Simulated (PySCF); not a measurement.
Task: What does the PBE0-D3(BJ)/def2-SVP structure of InChI=1S/C3F6/c4-1(2(5)6)3(7,8)9 look like in three dimensions?

Result: 
```
atom  x, y, z in Å
F1     1.1915    0.8378   -1.5424
C2     1.3281    0.1571   -0.4436
F3     2.5744   -0.0974   -0.1694
C4     0.3233   -0.2469    0.3373
F5     0.5910   -0.9263    1.4460
C6    -1.1392    0.0082    0.1258
F7    -1.6151    0.8337    1.0582
F8    -1.8188   -1.1325    0.2204
F9    -1.3749    0.5458   -1.0654
```

Any rigid rotation of these coordinates is as good. Atoms count from 1 in this order. Of the pairs four or more bonds apart, F1···F9 is among the closest relative to their van der Waals radii: 2.63 Å, 89 % of the sum of Bondi's values. The 2 C–C bonds span 1.335 Å (C2=C4, drawn double) to 1.500 Å (C4–C6, drawn single), a spread of 0.165 Å. The 6 C–F bonds span 1.300 Å (F1–C2, drawn single) to 1.333 Å (C6–F7, drawn single), a spread of 0.033 Å.

Bonds between heavy atoms (Å): F1–C2 1.300, C2–F3 1.301, C2=C4 1.335, C4–F5 1.328, C4–C6 1.500, C6–F7 1.333, C6–F8 1.331, C6–F9 1.328.

Computed, not measured: PBE0-D3(BJ)/def2-SVP geometry optimisation, gas phase (PySCF).

Point group: near Cs, missed by 0.22 Å at most; the miss may be what the optimiser left on a soft mode. Whether it is a minimum is left open (no frequencies).
